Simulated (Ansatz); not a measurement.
Ansatz (a program for electronic structure) input (CCSD(T)/def2-SVPD):

Ansatz 0.2 input:
```yaml
crystal:
  periodic: [false, false, false]
  atoms:
    - {symbol: B, position_ang: [-0.00000000, -0.00000000, -2.21817101]}
    - {symbol: I, position_ang: [0.00000000, 0.00000000, 0.20926142]}
basis:
  gaussian:
    orbitals: def2-SVPD
total_charge: -1
magnetization: {spin_polarized: true, initial_magnetization: 1}
correlation: {method: ccsd_t, electrons: outside_noble_gas}
output: {forces: true}
```

End of the output:

```
determinant -8741.66667148 eV, -321.2503248624 hartree, with singles and doubles -8746.86993994 eV, -321.4415414514 hartree
determinant -8741.66592787 eV, -321.2502975351 hartree, with singles and doubles -8746.87132089 eV, -321.4415922003 hartree
10 core orbitals not correlated
reference -8741.66592787 eV, -321.2502975351 hartree; 6, 5 occupied and 39, 40 virtual orbitals, 641 factors
densities: 0.19 GiB planned
second order -4.45537536 eV of doubles, -0.00000000 eV of singles
coupled cluster: 0.15 GiB planned
cycle   1  -5.20539320 eV  change   -1.8e-7 eV  update   1.6e-6
cycle   2  -5.20539215 eV  change    1.1e-6 eV  update   1.1e-6
perturbative correction -0.19591550 eV, -0.0071997618 hartree
the calculation of the forces begins
Total energy: -8747.06723551 eV, -321.4487919299 hartree
Atom 0 at    -0.000000    -0.000000    -2.218171 Å, force     0.000000     0.000000    -0.089459 eV/Å
Atom 1 at     0.000000     0.000000     0.209261 Å, force    -0.000000     0.000000     0.089459 eV/Å
Dipole moment:    -0.000000     0.000000     1.060381 e Å
```
